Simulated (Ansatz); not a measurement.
The same path of ClF4HTi (7 atoms, charge 0, multiplicity 1) was run twice with different band settings. Lost on the way: Ti1–Cl2, F6–H7. Made: Cl2–H7.

All numbers below come from Ansatz, RKS PBE0-D4/def2-SVP.

Relaxed end points:

```xyz
7
Properties=species:S:1:pos:R:3
Ti -0.007 0.000 0.071
Cl 0.244 0.000 2.304
F 1.635 0.000 -0.427
F -0.602 1.447 -0.647
F -0.602 -1.447 -0.647
F -2.214 0.000 0.925
H -1.965 0.000 1.828
```

```xyz
7
Properties=species:S:1:pos:R:3
Ti -0.420 0.000 -0.555
Cl -0.191 -0.002 3.510
F 1.152 0.001 0.140
F -0.608 1.404 -1.535
F -0.608 -1.405 -1.532
F -1.646 0.001 0.684
H -1.190 0.000 2.696
```

Common settings: spring 5.0 eV/Å²; optimiser quadratic models (default); start path through a guess of the saddle point; force threshold 0.05 eV/Å; iteration limit 60; end points relaxed.

| run | movable images | climbing image |
| --- | --- | --- |
| 1 | 7 | yes |
| 2 | 8 | no |

**Question.** What does each run give, and how far can it be trusted?

**Answer.** Run 1: converged after 11 iterations, highest image 0.476 eV above the first end. A vibrational analysis at the climbing image gives one clearly imaginary mode, 459i cm⁻¹, and a faint second one (35i cm⁻¹) that may be numerical noise or a soft torsion: probably a first-order saddle point.
Run 2: converged after 11 iterations, highest image 0.432 eV above the first end. No image climbed, so the highest image needn't sit at the top of the path.
The orbitals stay closed-shell, which can raise the energy where a bond breaks towards radicals; this wasn't checked here.
